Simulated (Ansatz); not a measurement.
Cost and result for the atomization energy of `C[N](C)[Sn]([Cl])([Cl])[N](C)C` (21 atoms, 20 bonds).

```xyz
21

C    -0.678    1.532    2.430
N    -0.750    0.773    1.201
C    -2.055    0.192    0.966
Sn    0.821   -0.314    0.623
Cl    1.044   -2.370    1.693
Cl    2.714    0.932    1.158
N     0.594   -0.713   -1.319
C     1.349   -1.791   -1.918
C     0.438    0.429   -2.196
H     0.321    1.947    2.570
H    -0.935    0.938    3.320
H    -1.382    2.372    2.379
H    -2.065   -0.367    0.027
H    -2.380   -0.483    1.771
H    -2.801    0.992    0.883
H     2.357   -1.487   -2.236
H     0.819   -2.156   -2.806
H     1.445   -2.627   -1.224
H    -0.142    1.215   -1.705
H    -0.111    0.125   -3.096
H     1.396    0.860   -2.520
```

The species carries charge 0 and has multiplicity 1. Correlated methods include outer-core shells of Sn, which these sets cover unevenly. Sn takes the def2 core potential. The geometry is a stationary point of PBE0-D4/def2-TZVP. It is one conformer, not always the lowest. Program: Ansatz. All runs use 4 threads of an AMD EPYC 7R13 on a shared host and a share of an NVIDIA H100 80 GB. Times are those of one run each, without the atoms' runs, and a repeat can differ threefold. Electronic energies, without spin–orbit coupling; frozen cores. CCSD(T)/CBS adds CCSD(T) − MP2 in def2-TZVPP to the MP2 limit, and its time is that of the two runs behind it. T1 = 0.012. With those shells the extrapolation isn't a true limit. B3LYP takes the VWN-RPA correlation (the form of Gaussian; ORCA's B3LYP/G). HSE06 is the plane-wave form, built on full-range PBE exchange.

CCSD(T)/CBS is a level of theory with its own doubt, some kJ/mol a heavy atom from the limit and from the frozen cores, so smaller differences don't rank the functionals.

```
                             level  functions  wall time
                  CCSD(T)/def2-SVP        206       17 s
           CAM-B3LYP-D4/def2-TZVPP        488       20 s
               HSE06-D4/def2-TZVPP        488       22 s
                    MP2/def2-QZVPP        924       23 s
               PBE-QIDH/def2-TZVPP        488       25 s
 B3LYP-D4/def2-TZVPP (with forces)        488       25 s
               BHLYP-D4/def2-TZVPP        488       26 s
                PBE0-D4/def2-TZVPP        488       27 s
                BLYP-D4/def2-TZVPP        488       30 s
r2SCAN-D4/def2-TZVPP (with forces)        488       37 s
                 B97M-V/def2-TZVPP        488       45 s
                CCSD(T)/def2-TZVPP        488       79 s
                 CCSD(T)/CBS(def2)          –      100 s
```

Task: What atomization energy does each give, and how far from CCSD(T)/CBS? (Estimate.)

Result: Computed: 
| level | atomization (kJ/mol) | difference from CCSD(T)/CBS | per bond |
| --- | --- | --- | --- |
| CCSD(T)/def2-SVP | 7139.3 | -447.6 | -22.4 |
| CAM-B3LYP-D4/def2-TZVPP | 7590.7 | 3.8 | 0.2 |
| HSE06-D4/def2-TZVPP | 7602.5 | 15.6 | 0.8 |
| MP2/def2-QZVPP | 7595.7 | 8.8 | 0.4 |
| PBE-QIDH/def2-TZVPP | 7519.9 | -67.0 | -3.3 |
| B3LYP-D4/def2-TZVPP (with forces) | 7563.7 | -23.2 | -1.2 |
| BHLYP-D4/def2-TZVPP | 7355.6 | -231.3 | -11.6 |
| PBE0-D4/def2-TZVPP | 7598.0 | 11.1 | 0.6 |
| BLYP-D4/def2-TZVPP | 7549.8 | -37.1 | -1.9 |
| r2SCAN-D4/def2-TZVPP (with forces) | 7561.1 | -25.8 | -1.3 |
| B97M-V/def2-TZVPP | 7595.0 | 8.1 | 0.4 |
| CCSD(T)/def2-TZVPP | 7365.4 | -221.5 | -11.1 |
| CCSD(T)/CBS(def2) | 7586.9 | 0.0 | 0.0 |

At CCSD(T), def2-SVP lies −447.6 kJ/mol from the extrapolated value and def2-TZVPP −221.5 kJ/mol: correlation converges slowly with the basis, and small sets miss more of it in the bonded molecule than in its fragments. The D4 term adds +101.5 kJ/mol with B3LYP and +55.7 kJ/mol with PBE0; it sums over pairs of atoms, weighted by their polarisabilities, and B3LYP, whose exchange is more repulsive, gets the larger term. From r2SCAN to r2SCAN0 (25 % exact exchange), in def2-TZVPP and without D4, the atomization energy moves by −109.6 kJ/mol: exact exchange takes away binding that semilocal exchange gives to molecules.

Spin–orbit coupling would lower the free Sn atoms strongly, and the atomization energy with them, by more than many differences here. For some Ge, Se and Sn compounds the MP2-based and the directly extrapolated limit differ by 10 to 25 kJ/mol.
